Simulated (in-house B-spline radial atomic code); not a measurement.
Au⁺. Computed with a B-spline radial atomic code. Model: non-relativistic spherical atom: semilocal Troullier-Martins pseudo-atom, one channel per l, against all electrons, high spin, G0W0 and RPA with empty states to l = 8, local potential for every l without a channel, a model core (radius 0 = none) keeps its share of the functional.

The core holds an angular momentum without a channel of its own, so the local potential lets valence electrons into it.

Without relativity these are model numbers for so heavy an element.

What the tables leave out is listed at the end.

The pseudopotential gives back the lowest level of each angular momentum of its own functional in the configuration it was made in; a second state of the same l is only approximately right. Exact exchange, RPA and GW see the smooth pseudo-orbitals and miss the exchange with the core, for which the functional's share stands in. The column with an uncorrelated core keeps all orbitals and exact exchange, and so separates missing core correlation from pseudisation. Only the three outermost levels and the lowest empty one were computed. RPA here is direct RPA, with no exchange kernel, and its energies carry an (l + 1/2)⁻⁴ tail. A hybrid on a potential with a model core restores only its own semilocal share of the core's exchange.

Command:
```bash
python run_psgw.py task.json out
```
Settings (lengths in bohr, energies in hartree):
```
Z                      79
electrons              78
configuration          [Xe] 4f14 5d10
generated_in           [Xe] 4f14 5d10
functional             pbe,pbe
core_shells            11
radius_factor          0.9
core_correction        False
```

Run time, properties included: 40 s on 1 thread of Arm Neoverse N1, with other jobs on the host.

Given: made with PBE; model core radius 0 bohr; local radius 1.108 bohr; mean-field start PBE0.

Valence shells of the generating configuration: 5p, 5d.

Channel: s 2.31, p 0.896, d 1.093 (radii in bohr).

Computed: largest level miss in the spin-unpolarised generating configuration 0.001 eV; valence RPA correlation energy pseudo -1.1779 hartree; all-electron RPA polarisability, core included 9.6023 bohr³; pseudo-atom RPA polarisability 9.8824 bohr³.

```csv
level,occupied,mean-field all-electron (eV),mean-field pseudo minus all (eV),G0W0 all-electron (eV),G0W0 uncorrelated core minus all (eV),G0W0 pseudo minus all (eV),exchange self-energy all-electron (eV),exchange self-energy pseudo (eV)
5d,1,-17.552,0.107,-21.845,0.118,0.643,-33.275,-26.502
6s (empty),0,-9.385,-0.424,-7.3103,0.037,-0.897,-3.3995,-3.9801
```

What is the valence RPA correlation energy all-electron orbitals?

-0.85578 hartree.

Given: mean-field start Hartree-Fock.

Computed: valence RPA correlation energy all-electron orbitals -0.7481 hartree; all-electron RPA polarisability, core included 7.1915 bohr³; pseudo-atom RPA polarisability 7.6667 bohr³.

| level | occupied | mean-field all-electron (eV) | mean-field pseudo minus all (eV) | G0W0 all-electron (eV) | G0W0 uncorrelated core minus all (eV) | G0W0 pseudo minus all (eV) | exchange self-energy all-electron (eV) | exchange self-energy pseudo (eV) |
| --- | --- | --- | --- | --- | --- | --- | --- | --- |
| 5d | 1 | -21.788 | 0.462 | -21.983 | 0.13 | 0.287 | -33.501 | -26.636 |
| 6s (empty) | 0 | -5.8333 | -1.285 | -6.854 | 0.024 | -1.098 | -2.1129 | -3.8937 |

What is the valence RPA correlation energy pseudo?

-1.0399 hartree.

Among the listed levels the largest G0W0 shift of the pseudo-atom is -1.10 eV, for 6s (empty) on the Hartree-Fock start, while leaving the core uncorrelated moves that level by +0.02 eV. So pseudisation and the lost core exchange, not the missing core correlation, make the error. Not in the tables (levels of low weight, unsolved or above zero; the highest and the empty levels are kept at any weight): on PBE, a start not tabulated, the G0W0 levels 5d (pseudo minus all +0.64 eV, weights 0.61 and 0.42), 5p (pseudo minus all +5.34 eV, weights 0.08 and 0.15), 6s (pseudo minus all -0.84 eV, weights 0.94 and 0.94); on PBE0 the G0W0 levels 5p (pseudo minus all -12.03 eV, weights 0.03 and 0.10); on Hartree-Fock the G0W0 levels 5p (pseudo minus all +2.14 eV, weights 0.47 and 0.33).
